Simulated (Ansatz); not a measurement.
`CC(C)(C)O[Si]O` at its PBE0-D4/def2-TZVP geometry, where that method's forces vanish. Total charge 0; spin multiplicity 1.

```xyz
17

C    -1.3302   -0.8547   -0.3461
C     0.0473   -0.2772   -0.0551
C     0.6624   -0.9566    1.1582
C     0.9520   -0.4243   -1.2683
O    -0.0196    1.1186    0.2429
Si   -1.2911    2.1724    0.3227
O    -0.4641    3.5408    0.7210
H    -1.2469   -1.9205   -0.5700
H    -1.9967   -0.7381    0.5120
H    -1.7919   -0.3615   -1.2051
H     1.6365   -0.5178    1.3823
H     0.7952   -2.0255    0.9769
H     0.0188   -0.8315    2.0316
H     1.9288    0.0191   -1.0661
H     1.0930   -1.4778   -1.5201
H     0.5159    0.0820   -2.1322
H     0.4909    3.4525    0.8153
```

(1) What forces (eV/Å) does PBE-D4/def2-TZVPP give on these atoms in Ansatz 0.2.0? (Best estimate.)

## Answers

(1) Computed: 
```
C1  -0.057 -0.038 -0.016
C2  -0.017 -0.244 -0.056
C3   0.032 -0.035  0.059
C4   0.046 -0.010 -0.060
O5   0.411  0.121  0.076
Si6 -0.718 -0.070 -0.101
O7  -0.205  0.541  0.094
H8   0.001 -0.216 -0.047
H9  -0.136  0.021  0.164
H10 -0.096  0.094 -0.167
H11  0.197  0.079  0.053
H12  0.031 -0.210 -0.026
H13 -0.121  0.019  0.176
H14  0.199  0.084  0.030
H15  0.035 -0.203 -0.057
H16 -0.080  0.096 -0.174
H17  0.478 -0.028  0.050
```
